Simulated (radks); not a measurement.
Values are calculated unless marked as measured or tabulated.
Task: Ionisation of Tc, [Kr] 4d5 5s2, to Tc+, [Kr] 4d5 5s1, under several functionals. Scalar-relativistic Kohn-Sham, spin-polarised, spherical densities, point nucleus; open shells are filled with parallel spins first (spin-orbit coupling, left out, can overturn this in heavy ions); a radial shooting solver on a logarithmic mesh with Libxc functionals. Known Delta-SCF values: revPBE 6.761 eV; XLYP 7.308 eV; HCTH/407 7.852 eV. What does AM05 give, and what is its highest occupied eigenvalue?

Result: 6.883 eV by Delta-SCF; the 5s eigenvalue is -4.242 eV. NIST: 7.119 eV (measured).
